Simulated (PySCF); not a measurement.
# Arsenic: highly charged ions in a basis for the neutral atom

As(17+) [Ne] 3s2 3p4, As(18+) [Ne] 3s2 3p3. All numbers are calculated (PySCF 2.14, no relativity, point nucleus, in def2-SVP). No spin-orbit coupling, so a gap to NIST mixes the basis error with missing relativistic terms.

Changed run: basis of the neutral atom used for a highly charged ion. This setting is unsound on purpose.

```csv
species,method,sound run (hartree),changed run (hartree),converged
As(17+),UHF,not run,-2077.27021,yes
As(17+),PBE0,not run,-2077.68785,yes
As(17+),PBE,not run,-2077.60100,yes
As(18+),UHF,not run,-2052.79206,yes
As(18+),PBE0,not run,-2053.13240,yes
As(18+),PBE,not run,-2053.04149,yes
```

Ionisation energy of As(17+):

```tsv
method	changed run (eV)	NIST (eV)
UHF	666.08	672.9 ± 0.9
PBE0	668.19	672.9 ± 0.9
PBE	668.30	672.9 ± 0.9
```

The contracted functions were made for the neutral atom and can be too rigid for a highly charged ion.
